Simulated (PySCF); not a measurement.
**Telling isomers of C$_{8}$H$_{16}$NP apart by NMR**

Fast rotation and ring inversion assumed for equivalent nuclei, one conformer, non-relativistic, isolated molecule. PBE0-D3(BJ)/def2-SVP geometry; shieldings: GIAO PBE0/pcSseg-1; PySCF 2.14.

Referencing at the same level of theory: TMS for ¹H (σref 31.27) and ¹³C (σref 184.41). Splittings of carbon signals by F and P are missing where no couplings were computed. Where no couplings were computed, multiplicities follow the n + 1 count of equivalent neighbours, and m marks all less simple cases (inequivalent or close neighbours, rings, F or P nearby). Shifts are as computed. Against solution values, carbons near 30 ppm lie about +2 ppm off and those near 130 ppm about +5 ppm. Of 1313 compounds with measured shifts, 239 miss one by over three times the rms of a fit or turn the order of signals round; such compounds aren't used in these exercises.

(1) Tabulate the signals of `CN=[P@]12CCC[C@H]1CCC2`, `CN=P12CCC(CC1)CC2` and their relative energies.

(2) What is the quickest way to tell CN=[P@]12CCC[C@H]1CCC2 from CN=P12CCC(CC1)CC2?

## Answers

(1) 
```tsv
SMILES	carbon types	δC	δH	E rel. (kcal/mol)
CN=[P@]12CCC[C@H]1CCC2	1×CH 6×CH2 1×CH3	35.0, 34.0, 32.8, 27.8, 25.0	2.92 (m, 3H), 1.79 (m, 2H), 1.77 (m, 2H), 1.62 (m, 1H), 1.51 (m, 2H), 1.43 (m, 2H), 1.29 (m, 2H), 1.13 (m, 2H)	0.0
CN=P12CCC(CC1)CC2	1×CH 6×CH2 1×CH3	32.5, 28.3, 24.6, 21.5	2.86 (m, 3H), 1.72 (m, 6H), 1.48 (m, 6H), 0.99 (m, 1H)	1.5
```

Energies are electronic energies at PBE0/pcSseg-1 on these geometries, without zero-point or thermal terms, each for the one conformer computed, which needn't be the lowest.

(2) Count the carbon signals: 5 against 4. The first has an sp3 CH bonded to P at 35.0 ppm, the second an sp3 CH in a ring at 24.6 ppm. Their most deshielded carbons lie at 35.0 and 32.5 ppm.
